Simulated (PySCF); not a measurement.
ethenyl silylformate (C3H6O2Si), SMILES C(OC(=O)[SiH3])=C.

Coordinates come from a PBE0-D3(BJ)/def2-SVP optimisation. One conformer was computed; it need not be the lowest.

Calculation: PBE/def2-TZVP run with PySCF.

Gas-phase values at a fixed geometry.

Computed frontier levels, gap, dipole moment and polarisability:
| Quantity | Value |
|---|---|
| highest occupied level | -6.37 eV |
| lowest empty level | -2.19 eV |
| orbital gap | 4.18 eV |
| dipole moment | 1.57 D |
| quadrupole, principal values (traceless, Buckingham form, about the centre of nuclear charge) | -4.62, -2.62, 7.23 D·Å |
| mean static polarisability | 74.4 bohr³ (11.03 Å³) |
| polarisability, principal values | 51.3, 68.9, 103.1 bohr³ |
